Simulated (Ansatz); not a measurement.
Ansatz results at the PBE0-D4/def2-TZVP geometry: HOMO–LUMO gap (B3LYP/def2-TZVPP) 4.88 eV; LUMO energy (ωB97M-V/def2-TZVPP) -0.15 eV; HOMO energy (B3LYP/def2-TZVPP) -7.23 eV.

Each molecule was computed in one conformer, which needn't be the lowest.

Task: Which molecule gave them?
A. `BC(=C)S[SiH2]F`
B. `FC1([SiH2]S)BC1`
C. `C[SiH]([SiH3])I`
D. `F[SiH2]C1C=NC1`

Result: B. The others give `C[SiH]([SiH3])I`: 6.19, 1.01, -7.13; `BC(=C)S[SiH2]F`: 4.30, -0.45, -6.96; `F[SiH2]C1C=NC1`: 6.67, 1.58, -7.41.

B3LYP here is the variant with VWN-RPA as its local correlation; programs differ in this.
